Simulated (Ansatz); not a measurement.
Which level was it?

The species is CHFGaN (5 atoms), meant as a singlet with charge 0. As SMILES, `N#[C][GaH][F]`. The shape is that of a PBE0-D4/def2-TZVP optimisation.

```xyz
5

N     1.2140   -1.6572    1.2660
C     0.6410   -0.8647    0.6563
Ga   -0.2597    0.5190   -0.3455
F    -1.7247   -0.0535   -1.0926
H     0.1792    1.9827   -0.5256
```

A calculation with Ansatz 0.2.0 gave:

- total energy: -2117.9504 Eh
- HOMO energy: -8.19 eV
- LUMO energy: -3.10 eV
- HOMO–LUMO gap: 5.09 eV

Which of these levels gave the numbers?
A. revPBE/cc-pVDZ
B. PBE0/cc-pVDZ
C. B3LYP/cc-pVDZ
D. PBE-QIDH/cc-pVDZ

A. The others give -2117.2380 Eh (PBE-QIDH/cc-pVDZ), -2117.6907 Eh (PBE0/cc-pVDZ), -2118.1989 Eh (B3LYP/cc-pVDZ).
